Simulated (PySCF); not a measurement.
A GIAO shielding run with PySCF (density fitting, non-relativistic, gas phase) on SMILES [H][Ge]([H])([H])[Br], BrGeH3:

```
{"job": {"kind": "nmr", "xc": "B3LYP", "basis": {"default": "pcSseg-1", "Ge": "pcSseg-2"}, "pop": false}, "charge": 0, "multiplicity": 1}
Ge    -0.001585     0.002343    -0.186626
Br     0.017055    -0.025307     2.125636
H      1.458658     0.012537    -0.657749
H     -0.741187     1.273001    -0.626023
H     -0.732940    -1.262585    -0.655237
```

Hardware: 1 thread of an x86-64 server CPU, shared host.

(1) How large is the calculation?

(2) How long does it take?

(3) And these other runs on the same molecule and hardware: GIAO shielding at PBE/pcSseg-1 (pcSseg-2 on Ge); GIAO shielding at PBE0/pcSseg-1 (pcSseg-2 on Ge); spin–spin coupling at PBE/pcJ-1 (pcSseg-1 on Br, pcSseg-1 on Ge)?

Results:

(1) 70 electrons, 119 basis functions and 671 auxiliary functions.

(2) 5.9 s of wall time, with 11 SCF cycles and 4 response iterations. Times on a shared host scatter by some tens of per cent.

(3) PBE/pcSseg-1 (pcSseg-2 on Ge): 119 functions, 9.7 s; PBE0/pcSseg-1 (pcSseg-2 on Ge): 119 functions, 8.8 s; PBE/pcJ-1 (pcSseg-1 on Br, pcSseg-1 on Ge): 112 functions, 7.4 s.
